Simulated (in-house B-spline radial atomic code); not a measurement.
Tc is squeezed into an impenetrable sphere of radius R (the orbitals vanish at R). Method: Dirac-Hartree-Fock, average of configuration, Fermi nucleus of rms radius 4.41117 fm. Calculated with a B-spline radial code for spherical atoms.

Energies in eV above the free atom in [Kr] 4d5 5s2:

| R (bohr) | highest level (eV) | [Kr] 4d5 5s2 | [Kr] 4d5 4f1 5s1 | [Kr] 4d6 5s1 |
| --- | --- | --- | --- | --- |
| 8.22 | -6.49 | 0.1738 | 10.77 | -0.654 |
| 6.77 | -6.01 | 0.7807 | 14.03 | -0.2023 |
| 4.9 | -3.05 | 5.793 | 24.68 | 3.486 |
| 4.49 | -1.22 | 9.34 | 29.73 | 6.133 |
| 3.46 | 10.3 | 35.26 | 57.83 | 25.8 |
| 3.01 | 23.4 | 68.92 | 89.04 | 51.83 |
| 2.71 | 39 | 112.9 | 127.7 | 86.4 |
| 2.3 | 79.2 | 239.7 | 236.6 | 188.7 |
| 1.76 | 217 | 770.8 | 691.7 | 635.1 |
| 1.24 | 675 | 3084 | 2711 | 2671 |

Problem. Does [Kr] 4d5 4f1 5s1 fall below [Kr] 4d5 5s2 under compression?

Solution. Yes, between R = 2.71 and 2.3 bohr the order changes (near 2.37 bohr by linear interpolation).

Problem. Does [Kr] 4d6 5s1 fall below [Kr] 4d5 5s2 under compression?

Solution. It lies below at every radius listed.

The highest level is first positive in the row R = 3.46 bohr, pushed up by confinement above the zero of the free ion's potential. Each configuration is held fixed and needn't be the lowest in the sphere.
